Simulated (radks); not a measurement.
The numbers below are computed, except where a source is named.
All-electron atom: Kr III in [Ar] 3d10 4s2 4p4.

Level of theory: Dirac Kohn-Sham, PBE, spin-unpolarised, spherical densities, finite nucleus; open shells fill j = l - 1/2 first; Fermi nuclear charge, rms radius 4.1884 fm (a radial shooting solver on a logarithmic mesh with Libxc functionals).

Energy parts (hartree):
| part | energy |
|---|---|
| total | -2789.02463 |
| kinetic | 2864.20221 |
| electron-nucleus | -6708.29741 |
| Hartree | 1150.89147 |
| exchange-correlation | -95.82090 |

Orbitals (lengths in bohr, moments of r in powers of bohr):
orbital,occ.,eigenvalue (hartree),<r^4>,<r>,<r^2>,small-component weight
1s1/2,2,-521.0682,0.00001386,0.04149,0.002318,1.71e-02
2s1/2,2,-69.42160,0.002721,0.1832,0.03965,3.39e-03
2p1/2,2,-62.82701,0.001862,0.1573,0.03039,3.39e-03
2p3/2,4,-60.84860,0.002023,0.1613,0.03182,3.30e-03
3s1/2,2,-10.62755,0.1651,0.5300,0.3230,8.31e-04
3p1/2,2,-8.29842,0.1865,0.5332,0.3328,7.79e-04
3p3/2,4,-8.00726,0.2012,0.5436,0.3458,7.56e-04
3d3/2,4,-3.94851,0.2989,0.5524,0.3758,6.37e-04
3d5/2,6,-3.90053,0.3071,0.5563,0.3810,6.31e-04
4s1/2,2,-1.69033,10.11,1.502,2.561,1.44e-04
4p1/2,2,-1.15603,18.46,1.718,3.387,1.11e-04
4p3/2,2,-1.12658,19.78,1.749,3.508,1.08e-04

The highest occupied level is 4p3/2 at -30.656 eV. For comparison, the ionisation energy in NIST's Atomic Spectra Database is 35.84 eV (measured). In exact Kohn-Sham theory the highest level is minus the ionisation energy, but local and semilocal functionals leave it too shallow, through self-interaction and a potential that decays too fast; potentials with the right tail come closer. Summed over all electrons, <r^2> = 25.67 bohr^2, which gives a Langevin (diamagnetic) susceptibility term of -20.3 x 10^-6 cm^3/mol.

Beside tabulated values, note that spin-unpolarised runs miss the spin-polarisation part of the exchange energy of open shells.
